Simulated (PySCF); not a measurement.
Screening by computed properties: pick the candidate that meets the target.

Species are written as SMILES; each is one conformer at its optimised geometry, gas phase, non-relativistic unless stated. Electronic properties by PySCF.

Dipoles, sizes and rotational constants follow the conformer. The torsions of the flexible species, by atom-mapped SMILES:
- `[CH3:1][S:2](=[O:3])(=[O:4])[CH2:5][O:6][C:7](=[S:8])[O:9][SiH3:10]`: C1–S2–C5–O6 -65°, S2–C5–O6–C7 -74°, C5–O6–C7–S8 161°, O6–C7–O9–Si10 167°
- `[CH3:1][CH2:2][c:3]1[c:4]([CH3:5])[n:6][n:7][n:8]1[CH3:9]`: C1–C2–C3–C4 -90°
- `[CH2:1]=[C:2]1[CH2:3][O:4][Si@@:5]1([O:6][SiH3:7])[S:8][SiH3:9]`: O4–Si5–O6–Si7 125°, O4–Si5–S8–Si9 20°
- `[CH2:1]=[C:2]([CH3:3])[P:4]([CH3:5])[CH2:6][S:7][CH3:8]`: C1–C2–P4–C5 132°, C2–P4–C6–S7 164°, P4–C6–S7–C8 168°
- `[CH3:1][c:2]1[n:3][nH:4][c:5]([CH:6]([CH3:7])[CH3:8])[n:9]1`: N4–C5–C6–C7 -69°

Task: Wanted: dipole moment above 4 D (PBE0/pcSseg-1) and HOMO–LUMO gap above 6.6 eV (PBE0/pcSseg-1), at GFN2-xTB geometries. Which candidate meets both?
A. `CC(=C)P(C)CSC`
B. `CC1=NNC(C(C)C)=N1`
C. `C=C1CO[Si@@]1(O[SiH3])S[SiH3]`
D. `n1(C)c(CC)c(C)nn1`
E. `[SiH3]OC(OCS(C)(=O)=O)=S`

Result: D. Computed values:
```csv
species,dipole moment,HOMO–LUMO gap
C=C1CO[Si@@]1(O[SiH3])S[SiH3],1.16 D,6.81 eV
CC(=C)P(C)CSC,2.04 D,6.45 eV
[SiH3]OC(OCS(C)(=O)=O)=S,2.21 D,5.73 eV
CC1=NNC(C(C)C)=N1,2.73 D,7.55 eV
n1(C)c(CC)c(C)nn1,4.93 D,7.02 eV
```
